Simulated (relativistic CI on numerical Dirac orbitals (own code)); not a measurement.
## Spin-allowed bands of a d3 ion in an octahedral site, by hand

Problem. A d3 ion in an octahedral site has a 4A2 ground term and spin-allowed bands at ν1 = 7300 and ν2 = 11970 cm⁻¹ (from a computed ligand-field model). Find Δ and the Racah parameter B, and predict the third band.

Working.
1. The F term splits into A2 (−1.2Δ), T2 (−0.2Δ) and T1 (+0.6Δ), so ν1 = E(T2) − E(A2) = Δ = 7300 cm⁻¹.
2. T1(F) mixes with T1(P), which lies at 15B, through an element 0.4Δ. The two roots, counted from A2, are ν2,3 = ½(15B + 3Δ) ∓ ½√[(15B − Δ)² + 12BΔ].
3. Solving the lower root for B gives B = (2ν1² + ν2² − 3ν1ν2)/(15ν2 − 27ν1) = -12282100/-17550 = 700 cm⁻¹.
4. The sum of the roots is 15B + 3Δ, so ν3 = 15B + 3ν1 − ν2 = 20428 cm⁻¹ (490 nm).

Check. The bands were computed by exact diagonalisation of the d3 shell with B = 700 and Δ = 7300 cm⁻¹, which gives ν3 = 20430 cm⁻¹. C does not enter the terms of highest spin.
